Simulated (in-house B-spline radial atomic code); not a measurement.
Computed with a B-spline radial atomic code. Model: two electrons, singlet ground state, non-relativistic, full CI in B-splines with partial waves to l = 8 (at full coupling up to 3e-4 hartree above the limit, correlation up to 0.6 % small), density held at that of full coupling by Lieb maximisation.

Along the adiabatic connection the electron repulsion is scaled by a coupling λ while a local potential keeps the density fixed. At λ = 0 the system is the Kohn-Sham one and W equals the exchange energy; the exchange-correlation energy is the area under W between 0 and 1. The kinetic energy rises with λ as the electrons avoid each other, with dT/dλ = −λ dW/dλ.

Command:
```bash
python run_ac.py task.json out
```
Settings (lengths in bohr, energies in hartree):
```
potential              gauss
strength               7.08
lmax                   8
second                 8.08
```

Time taken, with all properties: 49 s on 1 thread of Intel(R) Xeon(R) Processor @ 2.30GHz (shared host).

**W = mean repulsion less Hartree energy, and W of three functionals.**

Given: confinement Gaussian well; well depth 7.08 hartree; well width 8.08 bohr; external potential -V exp(-r^2/w^2).

Computed: LDA exchange minus exact 69.747 millihartree; SCAN exchange minus exact 1.1607 millihartree.

```
coupling  W xc (hartree)  W xc minus exchange (millihartree)  kinetic minus Kohn-Sham (millihartree)  LDA (PW92) W minus its exchange (millihartree)  PBE W minus its exchange (millihartree)  SCAN W minus its exchange (millihartree)
       0         -0.4836                                   0                                       0                                               0                                        0                                         0
    0.02         -0.4856                              -1.995                                    0.02                                          -10.25                                    -3.28                                     -1.88
    0.05        -0.48852                              -4.915                                    0.12                                          -20.37                                    -7.81                                     -4.59
    0.12               ?                                   ?                                       ?                                               ?                                        ?                                         ?
    0.25        -0.50597                             -22.365                                    2.68                                          -60.27                                   -31.74                                    -20.55
     0.4        -0.51707                             -33.466                                    6.27                                          -79.68                                    -45.6                                    -30.73
     0.6        -0.52974                             -46.134                                   12.57                                          -99.63                                   -60.87                                    -42.55
     0.8        -0.54043                             -56.831                                   20.03                                         -115.46                                   -73.59                                    -52.78
       1        -0.54956                             -65.955                                   28.22                                         -128.56                                   -84.44                                    -61.74
     1.4        -0.56425                             -80.653                                   45.72                                         -149.35                                  -102.16                                    -76.69
       2        -0.58028                             -96.677                                   72.67                                         -172.15                                  -122.18                                    -93.83
       3        -0.59788                             -114.28                                  115.98                                         -198.08                                  -145.53                                   -113.64
     4.5               ?                                   ?                                       ?                                               ?                                        ?                                         ?
       7        -0.62903                             -145.43                                  260.17                                         -248.43                                  -192.08                                   -149.19
      10        -0.63953                             -155.93                                  348.07                                         -267.12                                  -209.66                                   -160.01
```

Q: What belongs in the row 0.12?

A: W xc (hartree): -0.49501; W xc minus exchange (millihartree): -11.406; kinetic minus Kohn-Sham (millihartree): 0.67; LDA (PW92) W minus its exchange (millihartree): -37.57; PBE W minus its exchange (millihartree): -17.18; SCAN W minus its exchange (millihartree): -10.55.

Q: What belongs in the row 4.5?

A: W xc (hartree): -0.61388; W xc minus exchange (millihartree): -130.28; kinetic minus Kohn-Sham (millihartree): 174.94; LDA (PW92) W minus its exchange (millihartree): -223.07; PBE W minus its exchange (millihartree): -168.47; SCAN W minus its exchange (millihartree): -132.14.

Q: What is the PBE exchange minus exact?

A: 20.608 millihartree.

**Energy parts, natural occupations and partial-wave weights.**

Computed: total energy -12.3220 hartree; exchange energy -0.4836 hartree; correlation energy -0.037738 hartree; kinetic part of the DFT correlation energy 0.028217 hartree; kinetic part over minus potential part 0.42782; Hartree energy 0.9672 hartree; Kohn-Sham kinetic 0.55731 hartree.

```csv
natural,occupation of the shell (electrons)
s,1.9437
p,?
s,0.0028839
d,0.0011773
p,0.00027136
f,0.00013392
```

Q: What belongs in the row p?

A: occupation of the shell (electrons): 0.051646.

| wave | weight |
| --- | --- |
| s | 0.97332 |
| p | 0.025966 |
| d | ? |
| f | 7.3686e-05 |
| g | 1.5963e-05 |

Q: What belongs in the row d?

A: weight: 0.00061394.

Q: What is the Lieb Oxford ratio E_xc over LDA exchange?

A: 1.2597.

Q: What is the initial slope twice GL2?

A: -0.10072 hartree.

Half-way to full coupling W has made 60 % of its drop, against 50 % for a straight line, and second-order (GL2) theory, half the initial slope, overshoots the correlation energy by about 33 %: a marked bend. Over couplings 0 to 1 the errors in E_xc come to about +24 millihartree for LDA, +8.3 millihartree for PBE, +3.9 millihartree for SCAN, so SCAN is nearest. In LDA and PBE the errors of exchange and correlation have opposite signs, so the sum is smaller than the larger of the two.
